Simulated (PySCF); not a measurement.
[MoS4]2- (charge -2 and singlet state).
Bonds: Mo1–S2, Mo1–S3, Mo1–S4, Mo1–S5.

Level of theory: PySCF, PBE0-D3(BJ)/def2-SVP geometry optimisation, gas phase, def2 core potentials past Kr.

**Question.** How far are the bound atoms from Mo1?

**Answer.** 4 atoms: S3 2.193 Å, S5 2.197 Å, S4 2.198 Å, S2 2.198 Å.

**Question.** List the angles at Mo1.

**Answer.** 
```tsv
angle	degrees	distance of the outer atoms (Å)
S2–Mo1–S5	109.8	3.60
S2–Mo1–S4	109.7	3.60
S4–Mo1–S5	109.5	3.59
S2–Mo1–S3	109.3	3.58
S3–Mo1–S4	109.3	3.58
S3–Mo1–S5	109.1	3.58
```

**Question.** What is the shape at Mo1?

**Answer.** Tetrahedral: angles from 109.1° to 109.8°; τ4 = (360° − α − β)/141° = 1.00 with α and β the two widest (0 for a square, 1 for a tetrahedron). Differences among atoms that Td makes equivalent are scatter left by the optimiser.

**Question.** What are the rotational constants (commonest isotopes, rigid rotor)?

**Answer.** A = 1232, B = 1230, C = 1224 MHz: a spherical top.

Point group: Td (tolerance 0.08 Å). Charge -2, singlet. Whether so highly charged an anion holds all its electrons in the gas phase wasn't checked; a finite basis holds them in any case. No counter-ion or solvent screens the charge of this multiply charged ion. The geometry's basis has no diffuse functions, a weakness for an anion. Stationary, but not proved a minimum.
